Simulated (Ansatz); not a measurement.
CH7AlBFSi, relaxed with RKS PBE0-D4/def2-TZVP in Ansatz 0.2.0 from a PBE-D4/def2-SVP geometry. The force threshold is 0.005 eV/Å; the program also tests the step.

Charge 0, multiplicity 1. The bonds changed during the relaxation, so this is another structure than the one it started from.

Start:

```xyz
12

B     1.078   -0.129   -1.037
Si   -0.470   -0.764   -0.189
C    -2.159    0.063   -0.266
Al    1.771    0.407    0.934
F     2.149    2.040    1.130
H     1.064    0.890   -1.698
H     2.173   -0.678   -0.804
H    -0.471   -1.920    0.780
H    -2.894   -0.620   -0.741
H    -2.538    0.304    0.748
H    -2.108    0.992   -0.866
H     2.407   -0.584    2.008
```

Q: By how much does the energy fall, and how many steps does the optimiser take? (An estimate is asked.)

A: Ansatz gave: 4.86 kJ/mol, in 9 steps.

Q: Which bonds change most? (Estimate.)

A: Computed: Al4–F5 from 1.688 to 1.653 Å; B1–H6 from 1.215 to 1.194 Å; Si2–C3 from 1.882 to 1.863 Å; B1–Si2 from 1.876 to 1.856 Å.

Q: Give the relaxed structure. (Best estimate.)

A: Ansatz gave: 
```xyz
12

B     1.056   -0.104   -1.025
Si   -0.470   -0.729   -0.172
C    -2.159    0.050   -0.269
Al    1.777    0.415    0.936
F     2.226    1.996    1.106
H     1.059    0.890   -1.687
H     2.135   -0.647   -0.787
H    -0.450   -1.870    0.787
H    -2.859   -0.644   -0.743
H    -2.549    0.283    0.723
H    -2.124    0.964   -0.864
H     2.356   -0.603    1.996
```
